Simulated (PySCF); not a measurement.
# Adding and removing an electron: SiSn

r²SCAN; PySCF, spin-free X2C with a Gaussian nucleus, basis sets Si x2c-SVPall, Sn x2c-SVPall. Neutral (UKS): triplet (π ↑↑), Re = 2.525 Å, ωe = 349 cm⁻¹, De = 2.84 eV, HOMO -4.75 eV, LUMO -3.96 eV.

SiSn⁺ (UKS): quartet (σ ↑, π ↑↑), Re = 2.551 Å, ωe = 311 cm⁻¹, De = 2.83 eV to Si + Sn⁺. The energies at the minima are -6465.75257 hartree for SiSn and -6465.48119 for SiSn⁺.

(1) Work out the adiabatic ionisation energy, without and with harmonic zero-point energies (1 hartree = 27.2114 eV, 1 eV = 8065.5 cm⁻¹), and the change of the bond length.

These are scalar-relativistic numbers at best; spin–orbit coupling would shift them, the dissociation energy most. For an ion De counts to the pair picked by the measured ionisation energies or electron affinities, which need not be the lowest pair at this level. States were picked by a PBE0 search and need not be the measured ground states.

Answers

(1) At r²SCAN: 0.27138 hartree = 7.385 eV between the minima; the zero-point term (311.0 − 349.0)/2 cm⁻¹ = -0.002 eV makes it 7.382 eV. Re changes by +2.6 pm against the neutral. The electron leaves a σ orbital, and the longer bond of the ion fits a bonding orbital, or a change in how ionic the bond is.
